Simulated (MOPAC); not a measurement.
Input file for MOPAC: PM7 on AsO+, 2S+1 = 1, a point of a bond scan (R = 1.523 Å). Charge +1.

```
PM7 1SCF PRECISE CHARGE=1 THREADS=1
AsO

O      0.00000000 1     0.00000000 1     0.00000000 1
As     0.00000000 1     0.00000000 1     1.52309100 1
```

Program output:

```
*******************************************************************************
 **                                                                           **
 **                              MOPAC v23.2.5                                **
 **                                                                           **
 *******************************************************************************
 ** MOPAC's Digital Object Identifier: https://doi.org/10.5281/zenodo.6511958 **
 **                                                                           **
 ** Please cite the open-source release paper for use of this MOPAC version:  **
 ** J. E. Moussa and J. J. P. Stewart (2026)                                  **
 ** MOPAC: An open-source semiempirical molecular orbital program             **
 ** J. Open Source Softw., 11(119), 8025, https://doi.org/10.21105/joss.08025 **
 *******************************************************************************

                              PM7 CALCULATION RESULTS

 *******************************************************************************
 *  PM7        - The PM7 Hamiltonian to be used
 *
 *
 *
 *                 CHARGE ON SYSTEM = +1
 *
 *
 *
 *  PRECISE    - TIGHTER CRITERIA TO BE USED
 *  1SCF       - DO 1 SCF AND THEN STOP
 *  THREADS=1  - MULTI-THREADING NOT USED
 *  T=         - A TIME OF 172800.0 SECONDS REQUESTED
 *  DUMP=N     - RESTART FILE WRITTEN EVERY 7200.0 SECONDS REQUESTED
 *******************************************************************************
PM7 1SCF PRECISE CHARGE=1 THREADS=1
 AsO

   ATOM   CHEMICAL          X               Y               Z
  NUMBER   SYMBOL      (ANGSTROMS)     (ANGSTROMS)     (ANGSTROMS)

     1       O          0.00000000  *   0.00000000  *   0.00000000  *
     2      As          0.00000000  *   0.00000000  *   1.52309100  *



          CARTESIAN COORDINATES

    NO.       ATOM           X           Y           Z

     1         O          0.0000      0.0000      0.0000
     2        As          0.0000      0.0000      1.5231

 General Reference for PM7:
 "Optimization of Parameters for Semiempirical Methods VI: More Modifications to the
 NDDO Approximations and Re-optimization of Parameters", J. J. P. Stewart, J. Mol. Mod., 1:32, 19 (2013)
 https://link.springer.com/article/10.1007/s00894-012-1667-x

           Empirical Formula: O As  =     2 atoms



      MOLECULAR POINT GROUP   :   C*v


      RHF CALCULATION, NO. OF DOUBLY OCCUPIED LEVELS = 5


 -------------------------------------------------------------------------------
 PM7 1SCF PRECISE CHARGE=1 THREADS=1
 AsO



     1SCF WAS SPECIFIED, SO BFGS WAS NOT USED
     SCF FIELD WAS ACHIEVED


                              PM7 CALCULATION
                                                       MOPAC v23.2.5 Linux




          FINAL HEAT OF FORMATION =        230.37119 KCAL/MOL =     963.87306 KJ/MOL


          COSMO AREA              =         69.85 SQUARE ANGSTROMS
          COSMO VOLUME            =         53.46 CUBIC ANGSTROMS

          IONIZATION POTENTIAL    =         17.348597 EV
          HOMO LUMO ENERGIES (EV) =        -17.349 -8.748
          NO. OF FILLED LEVELS    =          5
          MOLECULAR WEIGHT        =         90.9210         POINT GROUP:  C*v

          MOLECULAR DIMENSIONS (Angstroms)

            Atom       Atom       Distance
           As     2    O     1     1.52309
           As     2    O     1     0.00000
            O     1   As     2     0.00000


          SCF CALCULATIONS        =          1





   ATOM   CHEMICAL          X               Y               Z
  NUMBER   SYMBOL      (ANGSTROMS)     (ANGSTROMS)     (ANGSTROMS)

     1       O          0.00000000  *   0.00000000  *   0.00000000  *
     2      As          0.00000000  *   0.00000000  *   1.52309100  *

                             CARTESIAN COORDINATES

   1    O        0.000000000     0.000000000     0.000000000
   2   As        0.000000000     0.000000000     1.523091000


           Empirical Formula: O As  =     2 atoms



      MOLECULAR POINT GROUP   :   C*v


                  EIGENVALUES
 -36.38671 -23.88105 -19.99794 -19.99794 -17.34860  -8.74808  -8.67632  -8.67632
  -7.49843  -7.49843  -6.20895  -6.20895  -3.52923


              NET ATOMIC CHARGES AND DIPOLE CONTRIBUTIONS

  ATOM NO.   TYPE          CHARGE      No. of ELECS.   s-Pop       p-Pop       d-Pop
    1          O          -0.003803        6.0038     1.85229     4.15151
    2         As           1.003803        3.9962     1.81218     1.66027     0.52374
 DIPOLE           X         Y         Z       TOTAL
 POINT-CHG.     0.000     0.000     1.315     1.315
 HYBRID         0.000     0.000     1.051     1.051
 SUM            0.000     0.000     2.366     2.366


          ATOMIC ORBITAL ELECTRON POPULATIONS

     Atom    s        px        py        pz      x^2-y^2     xz        z^2       yz        xy
    1  O   1.85229   1.38838   1.38838   1.37474
    2 As   1.81218   0.49183   0.49183   0.67660   0.00000   0.11978   0.28418   0.11978   0.00000

 **********************
 *                    *
 * JOB ENDED NORMALLY *
 *                    *
 **********************




 == MOPAC DONE ==
```

The run finished.

Cost: very roughly 0.03 core-seconds.
